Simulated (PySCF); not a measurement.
# Polarisability and C₆ of Tc (technetium, neutral)

[Kr] 4d6 5s1, high-spin 6D determinant (an excited configuration). All numbers are calculated (PySCF 2.14, scalar relativity by spin-free X2C-1e, in ANO-RCC-VTZP). Coupled (time-dependent) response in atomic units; α is the mean over directions. The basis has no added diffuse functions, which lowers α and C₆.

```csv
method,mean α (bohr³),"α xx, yy, zz",C₆ (like pair),S(−4)
M06-2X,69.14,"68.32, 68.32, 70.77",652.6,3073
M06,58.76,"58.10, 58.10, 60.09",520.9,2308
```

S(−4) is the Cauchy moment in α(ω) = α(0) + S(−4) ω² + …

Spin-orbit coupling is absent.

α(iu) at M06-2X:

| u (hartree) | α(iu) (bohr³) |
| --- | --- |
| 0 | 69.14 |
| 0.0500 | 62.39 |
| 0.100 | 49.16 |
| 0.200 | 29.10 |
| 0.300 | 19.35 |
| 0.500 | 11.53 |
| 0.750 | 7.790 |
| 1.00 | 5.812 |
| 1.50 | 3.615 |
| 2.00 | 2.439 |
| 3.00 | 1.299 |
| 5.00 | 0.5385 |

A single London oscillator, α(iu) = α/(1 + u²/ω²), gives C₆ = (3/4) ω α². Matching the computed C₆ needs ω = 4 × 652.6 / (3 × 69.14²) = 0.182 hartree.

The components differ because the open shell of this determinant is not spherical; for a pure term their mean is the scalar polarisability.
